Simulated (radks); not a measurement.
Valence configurations of the tantalum ion Ta2+ (all share [Xe]). Calculated with a radial shooting solver on a logarithmic mesh with Libxc functionals: scalar-relativistic Kohn-Sham, LDA (Slater exchange, Perdew-Wang correlation), spin-unpolarised, spherical densities, point nucleus. Energies are relative to 4f14 5d3; eigenvalues in eV.

valence,E (eV),e(4f),e(5d),e(6p),e(6s)
4f14 5d3,0.000,-40.644,-18.630,-,-
4f14 5d1 6s2,1.299,-46.733,-22.642,-,-21.123
4f14 5d2 6p1,6.615,-45.030,-21.755,-14.373,-
4f13 5d4,25.646,-49.455,-20.194,-,-
4f13 5d3 6s1,26.890,-52.566,-22.273,-,-20.587
4f13 5d3 6p1,33.530,-54.003,-23.465,-14.748,-
4f12 5d5,58.827,-58.774,-21.705,-,-
4f12 5d3 6p2,79.046,-68.339,-28.577,-16.510,-
4f12 5d2 6p3,92.170,-73.321,-32.038,-17.843,-
4f11.5 5d3 6s0.5 6p2,102.76,-75.162,-30.664,-17.049,-24.793

NIST lists [Xe] 4f14 5d3 as the ground configuration; this level of theory agrees among the configurations tried. The energies are those of spherical spin-averaged densities, not of single terms.
